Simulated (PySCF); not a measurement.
**TDDFT excited states: TeCl4**

Species: TeCl₄.
InChI=1S/Cl4Te/c1-5(2,3)4

Level of theory: PySCF, TDDFT CAM-B3LYP/def2-SVPD, vertical, gas phase, core orbitals frozen in the response, def2 core potentials past Kr. Isolated species at its PBE0-D3(BJ)/def2-SVP geometry, gas phase. Spin–orbit coupling is left out.

| state | λ (nm) | E (eV) | f | \|μ\| (D) | symmetry | main configurations (H = HOMO, L = LUMO) |
| --- | --- | --- | --- | --- | --- | --- |
| S1 | 334.9 | 3.70 | 0.0069 | 0.70 | A1 | H→L (99%) |
| S2 | 324.6 | 3.82 | 0.0096 | 0.81 | B1 or B2 | H→L+1 (98%) |
| S3 | 300.9 | 4.12 | 0.0000 | 0.01 | – | H-1→L (82%), H-2→L+1 (11%) |
| S4 | 289.6 | 4.28 | 0.012 | 0.87 | B1 or B2 | H-2→L (67%), H-1→L+1 (18%) |
| S5 | 281.8 | 4.40 | 0.0014 | 0.29 | – | H-1→L+1 (66%), H-2→L (20%) |
| S6 | 280.3 | 4.42 | 0.0002 | 0.10 | – | H-2→L+1 (78%), H-1→L (10%), H-1→L+1 (8%) |
| S7 | 276.3 | 4.49 | 0.0012 | 0.26 | – | H-3→L (88%) |
| S8 | 270.4 | 4.59 | 0.0001 | 0.07 | – | H-3→L+1 (51%), H-4→L (44%) |
| S9 | 263.7 | 4.70 | 0.0030 | 0.41 | B1 or B2 | H-4→L+1 (93%) |
| S10 | 246.1 | 5.04 | 0.0069 | 0.60 | B1 or B2 | H-5→L (55%), H-7→L+1 (20%) |

Triplets, Tamm–Dancoff:

| state | E (eV) | λ (nm) | main configurations (H = HOMO, L = LUMO) |
| --- | --- | --- | --- |
| T1 | 3.22 | 385.2 | H→L+1 (94%) |
| T2 | 3.31 | 375.1 | H→L (94%) |
| T3 | 3.77 | 329.1 | H-2→L (30%), H-1→L+1 (24%), H-1→L (22%) |
| T4 | 3.77 | 328.9 | H-1→L (41%), H-2→L (22%), H-2→L+1 (13%) |

The lowest singlet lies at 3.70 eV (335 nm, ultraviolet) and is weak; its leading configuration is HOMO→LUMO (99%). The strongest level in the table is S4 at 4.28 eV (290 nm, f = 0.012). Löwdin shares by element: HOMO chlorine 76% or more, tellurium 19%; LUMO chlorine 52% or more, tellurium 42%. The listed states span 1.34 eV, and the widest gap between neighbours is 0.34 eV (S9 to S10). Of the 10 states listed, 1 reaches f = 0.01 and 3 stay under 0.0005. No computed singlet lies in the visible range (380 to 750 nm); the lowest, at 335 nm, stands 0.44 eV above its violet end (3.26 eV); a Tamm–Dancoff triplet lies at 385 nm, without intensity as long as spin–orbit coupling is left out. The vertical ionisation energy (ΔSCF) is 10.60 eV, 5.56 eV above S10. Symmetry labels in C2v follow from the direction of the transition dipole and are given only for states with f of 0.002 or more; B1 and B2 swap with the choice of axes. Only the lowest 10 singlets were computed, as vertical energies without vibronic structure.

On an x86-64 server with one thread, on a shared host, this took 68 s wall.
